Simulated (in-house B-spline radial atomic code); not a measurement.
**RPBE excitations of Pd**

Method: RPBE. Computed with an all-electron radial atomic-structure program (B-spline basis): linear response of the closed shell [Kr] 4d10 with the functional's adiabatic kernel; non-relativistic, point nucleus, no spin-orbit coupling, no double excitations, S, P, D and F terms only; shells from n = 2 respond. Only terms of natural parity with L up to 3 were computed.

Without relativity these are model numbers for so heavy an element.

Command:
```bash
python run_td.py task.json out
```
Settings (radii: box in bohr, nucleus in fm):
```
Z                        46
electrons                46
configuration            [Kr] 4d10
hamiltonian              nr
method                   rpbe,pbe
box_radius               75
intervals                61
```

Run time, properties included: 4.8 s on 1 thread of Arm Neoverse N1 (shared host).

The lowest states, in the order of their Tamm-Dancoff energies; the method's threshold (minus the highest occupied level) is 4.026 eV. Labels give the largest channel, * marks a mixed state, and oscillator strengths are full-response dipole values. Semilocal kernels can invert the small singlet-triplet splittings of Rydberg terms. Energies in eV:

```tsv
state	full response	Tamm-Dancoff	oscillator strength
4d → 5s 3D	0.891	0.971	-
4d → 5s 1D	1.386	1.403	-
4d → 5p 3P	?	?	-
4d → 5p 3F	?	?	-
4d → 5p 1F	3.647	3.651	-
4d → 5p 1P	3.870	3.899	0.202
```

**Question.** Where does 4d → 5p 3P lie?

**Answer.** At 3.529 eV in full response, 3.551 eV in Tamm-Dancoff.

**Question.** Where does 4d → 5p 3F lie?

**Answer.** At 3.563 eV in full response, 3.579 eV in Tamm-Dancoff.

**Question.** How large is the singlet-triplet splitting of 4d → 5s (D terms) in Tamm-Dancoff?

**Answer.** 0.432 eV, from the unrounded values.

**Question.** What polarisabilities and dispersion coefficient does the method give?

**Answer.** Dipole 29.81 bohr³, quadrupole 527.4 bohr⁵, C6 211.5 hartree·bohr⁶ for two such species. Recommended dipole value: 26.14 ± 0.1 bohr³ (Schwerdtfeger and Nagle, table of static dipole polarizabilities (2023 update)), which includes relativity and correlation.
